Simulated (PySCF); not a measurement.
# Exercise with solution: oscillator strength and radiative lifetime

C3H6OSi, SMILES C#C[Si@@H](C)O.

Coordinates come from a r2SCAN-D4/def2-SVP optimisation. The structure was generated by enumeration; whether it is a known compound was not checked. One conformer was computed; it need not be the lowest.

TDA-B3LYP/def2-SVPD (PySCF) puts the first singlet state with f over 0.02 at 7.34 eV (vertical), with the transition dipole (-0.568, 0.045, -0.232) in atomic units.

Q: Find the oscillator strength, the wavelength and the radiative lifetime that this transition would have in vacuum if emission retraced absorption.

A: 
|μ|² = 0.3785 au, so |μ| = 1.56 D. ΔE = 7.34/27.211 = 0.2697 hartree. f = (2/3) ΔE |μ|² = 0.068 (the program prints 0.068).
λ = 1239.84/7.34 = 169 nm; ν = 59201 cm⁻¹.
Einstein's coefficient A = 0.6670 ν² f s⁻¹ (ν in cm⁻¹) = 1.6e8 s⁻¹, so τ = 1/A = 6.3 ns. This state is S5; the lower singlets have f = 0.001, 0.003, 0.001, 0.007. The figure is the radiative limit of this one transition; relaxation, internal conversion, crossing to triplets and a medium change what is measured.
